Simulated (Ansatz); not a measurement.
Geometry optimisation, RKS CAM-B3LYP/def2-SVP in Ansatz.

input.yaml

```yaml
crystal:
  periodic: [false, false, false]
  atoms:
    - { symbol: B, position_ang: [0.0, 0.0, 0.0] }
    - { symbol: H, position_ang: [0.0, 0.0, 1.54] }
    - { symbol: "N", position_ang: [1.3423, 0.0, -0.775] }
    - { symbol: H, position_ang: [1.8089, -0.9179, -1.0268] }
    - { symbol: H, position_ang: [1.7937, 0.9179, -1.0532] }
    - { symbol: "N", position_ang: [-1.3423, 0.0, -0.775] }
    - { symbol: H, position_ang: [-2.0112, -0.8164, -0.6764] }
    - { symbol: H, position_ang: [-1.5914, 0.8164, -1.4036] }
    - { symbol: Br, position_ang: [-0.2927, 2.2013, 0.7379] }
    - { symbol: H, position_ang: [-0.1143, 0.86, 1.7013] }
basis:
  gaussian: { orbitals: def2-SVP }
hamiltonian:
  xc: cam_b3lyp
relax:
  f_tol: 0.15
  max_steps: 25
  restrain:
    - { distance: [0, 8], at: 2.04, k: 30.0 }
    - { distance: [9, 1], at: 0.66, k: 30.0 }
    - { distance: [0, 1], at: 2.39, k: 30.0 }
    - { distance: [9, 8], at: 2.75, k: 30.0 }
output:
  orbitals: {}
```

Command:

```bash
$ ansatz run input.yaml --threads 4 --pin off --max-ram 5120MiB --backend cpu --events-out ev --progress --plain --runs-dir out
```

Where does it end, and by what steps?

The forces met the threshold. The restraints hold the end off the free minimum; the threshold counts their pulls, which the force column leaves out. Restrained pairs: B1–Br9 (2.34 → 2.02 Å), H2–H10 (0.88 → 0.72 Å), B1–H2 (1.54 → 2.40 Å), Br9–H10 (1.66 → 2.76 Å). After 8 steps the energy has fallen by 4.461 eV (the restraints' own energy left out); H8 moved furthest, 0.93 Å.

| step | energy less start (eV) | largest force component (eV/Å) | accepted |
| --- | --- | --- | --- |
| 0 | 0.0000 | 3.465 | yes |
| 1 | -0.9998 | 3.702 | yes |
| 2 | -2.0509 | 4.894 | yes |
| 3 | -3.0216 | 2.537 | yes |
| 4 | -3.6610 | 1.594 | yes |
| 5 | -3.9293 | 1.385 | yes |
| 6 | -4.1915 | 1.516 | yes |
| 7 | -4.3951 | 1.667 | yes |
| 8 | -4.4612 | 1.673 | yes |

```xyz
10
Properties=species:S:1:pos:R:3
B -0.051 0.637 -0.564
H 0.047 -0.052 1.732
N 1.209 0.049 -0.728
H 1.338 -0.881 -1.103
H 2.062 0.538 -0.492
N -1.286 0.027 -0.823
H -1.384 -0.944 -1.089
H -2.156 0.535 -0.725
Br -0.101 2.553 0.058
H -0.085 0.600 2.003
```

Time of the run: 17 s on 4 threads of Arm Neoverse V1, with other jobs on the host, peak memory 0.28 GiB.
